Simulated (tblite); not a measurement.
Compound: C₂H₅BrGeNO (doublet state).
Numbering: `[CH2:1][C:2](=[O:3])[NH:4][GeH2:5][Br:6]` (hydrogens: H7, H8 on C1; H9 on N4; H10, H11 on Ge5)
Bond orders are those of one Lewis drawing.

Computed with GFN2-xTB (tblite), gas phase: L-BFGS steps from a force-field or distance-geometry start until the largest atomic force falls under 0.01 eV/Å.

Step 23: E = -539.3416 eV
```
atom  x, y, z in Å  |  force x, y, z in eV/Å
C1      2.2129   -0.1783   -0.0522   -0.085   0.344   0.351
C2      0.8044   -0.2953   -0.1472   -0.399  -0.961  -0.612
O3      0.3048   -1.2835   -0.7151   -0.059  -0.117  -0.317
N4     -0.0935    0.5367    0.4099    0.296   0.210  -0.167
Ge5    -1.7792   -0.0280   -0.1100   -0.217   0.219  -0.162
Br6    -2.9930    1.8308    0.5402    0.189  -0.316  -0.151
H7      2.5986    0.0175    0.9130    0.409   0.455   0.611
H8      2.9088   -0.5160   -0.7815   -0.092  -0.333  -0.381
H9      0.2299    1.4271    0.7228    0.025   0.550   0.368
H10    -2.0358   -0.3547   -1.5579    0.106   0.340  -0.022
H11    -2.1525   -1.1538    0.7522   -0.175  -0.390   0.481
```

Step 24: E = -539.3868 eV
```
atom  x, y, z in Å  |  force x, y, z in eV/Å
C1      2.2065   -0.1605   -0.0467    0.301   0.036   0.068
C2      0.7964   -0.2927   -0.1524   -0.195  -0.783  -0.415
O3      0.2995   -1.2786   -0.7209   -0.062  -0.194  -0.353
N4     -0.0965    0.5426    0.4046    0.278   0.305  -0.131
Ge5    -1.7865   -0.0374   -0.1120   -0.141   0.105  -0.031
Br6    -2.9842    1.8253    0.5358    0.122  -0.265  -0.128
H7      2.6118    0.0232    0.9207    0.226   0.420   0.362
H8      2.9033   -0.5330   -0.7827   -0.412  -0.113   0.001
H9      0.2450    1.4280    0.7267   -0.097   0.384   0.308
H10    -2.0313   -0.3454   -1.5675    0.085   0.304   0.023
H11    -2.1587   -1.1689    0.7683   -0.105  -0.198   0.297
```

Step 25: E = -539.3430 eV
```
atom  x, y, z in Å  |  force x, y, z in eV/Å
C1      2.2016   -0.1315    0.0005   -0.976  -0.015   1.286
C2      0.7866   -0.3833   -0.1895    0.440   0.384   0.560
O3      0.3150   -1.3736   -0.7341   -0.116  -0.283  -0.354
N4     -0.0840    0.5186    0.3105    0.025   0.261  -0.004
Ge5    -1.8228   -0.0565   -0.1089    0.233  -0.218   0.240
Br6    -2.8894    1.8468    0.5259   -0.164   0.042   0.010
H7      2.6284   -0.0024    0.9896   -0.329   0.250  -0.273
H8      2.8548   -0.3379   -0.7686    1.116  -0.491  -1.318
H9      0.2938    1.3925    0.6768   -0.351  -0.283  -0.023
H10    -2.0682   -0.2868   -1.5799    0.035   0.092   0.119
H11    -2.2104   -1.1833    0.8516    0.087   0.262  -0.243
```

Step 26: E = -539.4544 eV
```
atom  x, y, z in Å  |  force x, y, z in eV/Å
C1      2.2092   -0.1424   -0.0294    0.015  -0.349  -0.047
C2      0.7914   -0.3241   -0.1729    0.160   0.040   0.219
O3      0.2969   -1.3015   -0.7452   -0.032  -0.006  -0.207
N4     -0.0832    0.5495    0.3831    0.112  -0.045  -0.310
Ge5    -1.7987   -0.0381   -0.1135    0.091  -0.135   0.224
Br6    -2.9820    1.8157    0.5289    0.020  -0.127  -0.070
H7      2.6264    0.0516    0.9442   -0.044   0.319  -0.109
H8      2.8775   -0.5370   -0.7842   -0.228  -0.009   0.169
H9      0.2669    1.4291    0.7390   -0.157  -0.043   0.092
H10    -2.0294   -0.3171   -1.5782    0.050   0.231   0.072
H11    -2.1695   -1.1831    0.8022    0.012   0.124  -0.032
```

Problem. Estimate the geometry and energy of step 27. (The exact step hangs on the optimiser's Hessian estimate; all steps are aligned on step 26, rigid shifts and turns removed.)

Solution. E = -539.4675 eV, largest force 0.559 eV/Å
```
atom  x, y, z in Å  |  force x, y, z in eV/Å
C1      2.2102   -0.1457   -0.0396    0.224  -0.429  -0.088
C2      0.7958   -0.3140   -0.1714    0.072  -0.079   0.074
O3      0.3017   -1.2873   -0.7555   -0.080   0.026  -0.177
N4     -0.0785    0.5523    0.3965    0.118   0.049  -0.289
Ge5    -1.7930   -0.0247   -0.1142    0.038  -0.106   0.199
Br6    -3.0336    1.8009    0.5300    0.132  -0.194  -0.100
H7      2.6234    0.0884    0.9285    0.014   0.293  -0.185
H8      2.8704   -0.6042   -0.7785   -0.375   0.159   0.383
H9      0.2798    1.4243    0.7644   -0.188  -0.049   0.078
H10    -2.0178   -0.3144   -1.5799    0.061   0.263   0.090
H11    -2.1530   -1.1731    0.7935   -0.015   0.066   0.015
```

The energy changes by -0.0131 eV. The first-order estimate −F·Δx gives -0.0207 eV and the mean of the old and new forces, exact on a quadratic surface, -0.0126 eV. The step makes an angle of 77° with the force vector and moves no atom by more than 0.068 Å.

The cost below is that of the whole relaxation. Time: 0.35 s. Hardware: one thread of an Arm Neoverse V2, no GPU (shared host).
